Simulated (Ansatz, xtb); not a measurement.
## Ranking isomers of C4H12OSi

9 gas-phase structures of C4H12OSi, from a drawn sample of its isomers (lower ones may exist). Each was relaxed with GFN2-xTB; where two conformers were screened, the lower at r2SCAN-D4/def2-SVP//GFN2-xTB is listed:

A. `CCC[Si@H](C)O`, a singlet
B. `CC(C)(C)[SiH2]O`, a singlet
C. `C[SiH2]OC(C)C`, a singlet
D. `CC(C)CO[SiH3]`, a singlet
E. `CCO[SiH2]CC`, a singlet
F. `CCC[SiH2]OC`, a singlet
G. `CCCCO[SiH3]`, a singlet
H. `CC[C@H](C)O[SiH3]`, a singlet
I. `CC(C)(C)O[SiH3]`, a singlet

Question: Which do you expect lowest at r2SCAN-D4/def2-SVP//GFN2-xTB, and how would the others follow?

Answer: Calculated order at r2SCAN-D4/def2-SVP//GFN2-xTB: A (0.0), B (11.7), C (12.2), E (18.1), I (20.8), F (21.4), H (23.5), D (25.7), G (27.2) kcal/mol. Less than 1 kcal/mol parts B and C; I and F, so the order within those pairs means little.

Energies above the lowest of each column, in kcal/mol; the last columns are at r2SCAN-D4/def2-SVP geometries and were run for some of them only (a dash: not run or not comparable):

```
structure  GFN2-xTB  HF/STO-3G  r2SCAN-D4/def2-SVP//GFN2-xTB  r2SCAN-D4/def2-SVP  CCSD(T)/def2-SVP + ΔMP2/def2-TZVPP
        A      19.2        0.0                           0.0                 0.0                                 0.0
        B      11.6       14.3                          11.7                10.9                                 9.8
        C       9.9        4.8                          12.2                11.7                                13.9
        E      15.5        7.9                          18.1                17.7                                   –
        I       0.0       17.1                          20.8                   –                                   –
        F      17.0        9.5                          21.4                   –                                   –
        H       3.9       16.9                          23.5                   –                                   –
        D       6.0       17.8                          25.7                   –                                   –
        G       7.2       17.8                          27.2                   –                                   –
```

CCSD(T)/def2-SVP + ΔMP2/def2-TZVPP puts A lowest of those it was run on; GFN2-xTB picks I. Flexible structures stand in one conformer each, not always the lowest. Frequencies (GFN2-xTB) were run for A, B, C alone. The ΔMP2 step shifts differences by up to 3.6 kcal/mol, which makes them less sure. ΔMP2 is the change of the MP2 energy from the smaller to the larger basis.

Over these structures GFN2-xTB departs from r2SCAN-D4/def2-SVP//GFN2-xTB by 10.9 kcal/mol on average once a common shift is removed. A GFN2-xTB relaxation took about 0.11 s and the r2SCAN-D4/def2-SVP//GFN2-xTB energy about 1.9 s on a shared host (Ansatz 0.2.0, xtb 6.7.1).
